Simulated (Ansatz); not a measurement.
Species: SiH3F, charge 0, singlet. SiH3F (SMILES F[SiH3]).
B3LYP-D3(BJ)/def2-TZVP minimum from Ansatz (a quantum-chemistry and plane-wave program):
```xyz
5

Si    -0.4862     0.0000    -0.1271
F      1.0677    -0.0001     0.2790
H     -0.8510     1.3637    -0.5621
H     -0.6773    -0.9663    -1.2277
H     -1.2744    -0.3971     1.0573
```

Hartree-Fock and CCSD(T) correlation energies in hartree (Ansatz). UHF or UKS for unpaired electrons; spin-orbit terms are left out. Correlated methods leave the cores frozen. No relativity.

```
basis        X       E(HF)  E(corr, CCSD(T))
-----------  -  ----------  ----------------
cc-pV(T+d)Z  3  -390.23008          -0.41607
cc-pV(Q+d)Z  4  -390.24433          -0.44859
cc-pV(5+d)Z  5  -390.24736          withheld
```

### Question
Fit E(corr) = E∞ + A/X³ to X = 3 and 4, predict X = 5, and compare with the run.

### Answer
A = (-0.41607 - (-0.44859))/(1/27 - 1/64) = 1.5188; E∞ = -0.44859 - A/64 = -0.47232; at X = 5, E∞ + A/125 = -0.46017. The run gave -0.46012, 0.05 mEh above the prediction. The same form on X = 4 and 5 gives E∞ = -0.47222, 0.10 mEh above the first estimate.
